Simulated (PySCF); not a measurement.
**AuOCl, singlet: computed properties**

Method: PySCF, PBE0, basis Au def2-TZVP with ECP60, O def2-TZVP, Cl def2-TZVP (scalar-relativistic core potentials, no spin–orbit coupling, density fitting).

The structure is a minimum.

```xyz
3
charge 0 multiplicity 1, angstrom
Au   -0.1846    0.0000   -0.0965
O    -1.9892    0.0000   -0.0247
Cl    1.9594    0.0000    0.3212
```

```json
{"Point group": "Cs", "Bond lengths": "Au–Cl 2.184 Å, Au–O 1.806 Å", "Bond angles": "Cl–Au–O 166.7°", "Enthalpy at 298.15 K above 0 K": "13.15 kJ/mol", "Principal polarisabilities": "30.8, 31.0, 90.2 bohr³", "Principal quadrupole moments (Buckingham, traceless) about the centre of mass": "-5.59, 1.35, 4.24 D Å", "Rotational symmetry number": "1", "Entropy at 298.15 K and 1 bar": "299.3 J/(mol K)", "Zero-point energy": "7.4 kJ/mol", "Atomisation energy without zero-point energy": "364 kJ/mol", "Highest occupied level": "-8.37 eV", "Lowest empty level": "-6.44 eV", "Dipole moment": "0.84 D", "Rotational constants": "9.561, 0.08117, 0.08049 cm⁻¹", "Heat capacity Cp at 298.15 K": "50.5 J/(mol K)"}
```

Harmonic modes (masses in u: Au 196.967, O 15.995, Cl 34.969):
| symmetry | ω (cm⁻¹) | IR (km/mol) | type |
| --- | --- | --- | --- |
| a' | 42 | 5.4 | bend |
| a' | 416 | 20.3 | stretch |
| a' | 773 | 6.2 | stretch |

Charges (e):
```json
{"atom": "Au1", "Mulliken": "0.60", "Löwdin": "0.31", "polar tensor": "0.61", "Mayer order to Au1": "–"}
{"atom": "O2", "Mulliken": "-0.34", "Löwdin": "-0.31", "polar tensor": "-0.25", "Mayer order to Au1": "1.43"}
{"atom": "Cl3", "Mulliken": "-0.26", "Löwdin": "0.00", "polar tensor": "-0.36", "Mayer order to Au1": "0.98"}
```
Other Mayer orders above 0.3: O–Cl 0.35.

Mulliken populations on Au1 (electrons outside its core potential): s 3.05, p 6.25, d 9.07, f 0.03.

Outer orbital energies (eV). occupied: -13.22, -11.52, -11.47, -10.81, -10.17, -9.98, -9.33, -8.37; empty: -6.44, -0.57, 0.23, 0.32.

This need not be the most stable arrangement of these atoms. At this level a broken-symmetry Ms = 0 minimum of C∞v symmetry lies 99 kJ/mol below this structure. At the minimum of this search the closed-shell solution is unstable towards spin polarisation, so a lower open-shell solution exists. Spin–orbit coupling, left out here, can matter for elements this heavy.

The final relaxation and frequency run took about 2.2 core-minutes on a shared host.
